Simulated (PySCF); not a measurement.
# Highest orbital energy against ionisation energy along the second row

Calculated with PySCF 2.14, no spin-orbit coupling. Each cell gives −ε(HOMO) / ΔSCF in eV; NIST values include spin-orbit coupling, (s) semi-empirical, (t) theoretical.

```tsv
species	UHF	LDA	PBE	PBE0	r2SCAN	NIST (lowest levels)
B²⁺ (aug-cc-pV5Z, non-relativistic)	37.823 / 37.819	32.359 / 37.899	32.655 / 38.289	34.054 / 38.230	32.895 / 37.854	37.931
C²⁺ (aug-cc-pV5Z, non-relativistic)	46.098 / 45.778	40.156 / 46.948	40.362 / 47.106	42.039 / 47.042	40.664 / 46.615	47.888
N²⁺ (aug-cc-pV5Z, non-relativistic)	48.043 / 47.302	38.585 / 47.871	38.837 / 48.029	41.265 / 48.011	39.785 / 48.229	47.445 (s)
O²⁺ (aug-cc-pV5Z, non-relativistic)	55.800 / 54.612	44.992 / 55.423	45.067 / 55.274	47.902 / 55.307	46.127 / 55.602	54.936 (s)
F²⁺ (aug-cc-pV5Z, non-relativistic)	63.890 / 62.256	51.614 / 63.186	51.572 / 62.855	54.824 / 62.933	52.811 / 63.167	62.708 (s)
Ne²⁺ (aug-cc-pV5Z, non-relativistic)	64.136 / 61.829	52.170 / 63.649	52.568 / 63.892	55.767 / 63.740	53.424 / 63.618	63.423
```

Problem. How far is −ε(HOMO) from ΔSCF on average for each method, and why?

Solution. UHF 1.03 eV; LDA -9.18 eV; PBE -9.06 eV; PBE0 -6.57 eV; r2SCAN -8.23 eV. Hartree-Fock orbital energies lack relaxation and so exceed the ΔSCF value; semilocal functionals have convex E(N) from self-interaction, so their HOMO lies far too high; exact exchange moves hybrids part of the way back.
